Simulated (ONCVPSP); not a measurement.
**Before and after: ONCV potential for Ti**

Ti (Z = 22), optimised norm-conserving Vanderbilt (ONCV), made with ONCVPSP 4.0.1 (LDA (Perdew-Wang 92), scalar-relativistic). Core [Ne], reference 3s2 3p6 3d2 4s2. Waves: 3s+4s: rc 1.35 bohr, ncon 5, nbas 8, qcut 9.6 1/bohr, 2 projectors; 3p: rc 1.35 bohr, ncon 5, nbas 8, qcut 13 1/bohr, 2 projectors, debl 0.4 Ha; 3d: rc 1.55 bohr, ncon 4, nbas 9, qcut 8.8 1/bohr, 2 projectors, debl 0.8 Ha. Local part: polynomial inside 1.05 bohr (lpopt 1, dvloc0 0 Ha). Core correction: polynomial model core, fcfact 0.6.

In the p channel the program set the typed energies aside and used -1.426, 0.250 Ha.

Change: d: rc 1.84.

Cutoffs: the cutoffs (Ha) at which the residual kinetic energy of the hardest occupied pseudo-wave falls to 1 and 0.1 mHa per electron; they do not see the model core or the augmentation charge, which bear on the density cutoff. Errors are all-electron minus pseudo energies relative to the spin-unpolarised reference configuration.

Task: What does the change do?

Result: The potential gets neither clearly harder nor softer (46 Ha and 58 Ha → 46 Ha and 58 Ha); of the 4 tests that both files solve, the error grows in 3 and shrinks in 0 by more than 15 % and 0.3 meV (median size 0.2 → 0.8 meV); neither file shows a bound ghost. More of the atom is replaced by a form fitted at one configuration, so other configurations suffer.

| quantity | base | changed |
| --- | --- | --- |
| cutoff, loose | 46 Ha | 46 Ha |
| cutoff, tight | 58 Ha | 58 Ha |
| loose cutoff by channel | s 35 Ha, p 46 Ha, d 32 Ha | s 35 Ha, p 46 Ha, d 28 Ha |
| bound ghosts | none | none |
| GHOST(+) flags under 300 eV | none | none |
| error for 3s2 3p6 3d2 4s1, meV [ΔE 7.53 eV] | -0.1 | 0.0 |
| error for 3s2 3p6 3d2 4s0, meV [ΔE 21.32 eV] | +0.3 | +1.0 |
| error for 3s2 3p6 3d1 4s0, meV [ΔE 48.52 eV] | +31 | +55 |
| error for 3s2 3p6 3d2 4s0 4p1, meV [ΔE 11.38 eV] | +0.1 | +0.6 |
| s: phases at 1.37 bohr within 0.05 rad from the reference energy up to (Ha; the scan ends near 5) | to the end of the scan | to the end of the scan |
| p: phases at 1.37 bohr within 0.05 rad from the reference energy up to (Ha; the scan ends near 5) | to the end of the scan | to the end of the scan |
| rms error of d²Exc/dni dnj with the model core, mHa | 0.86 | 0.82 |
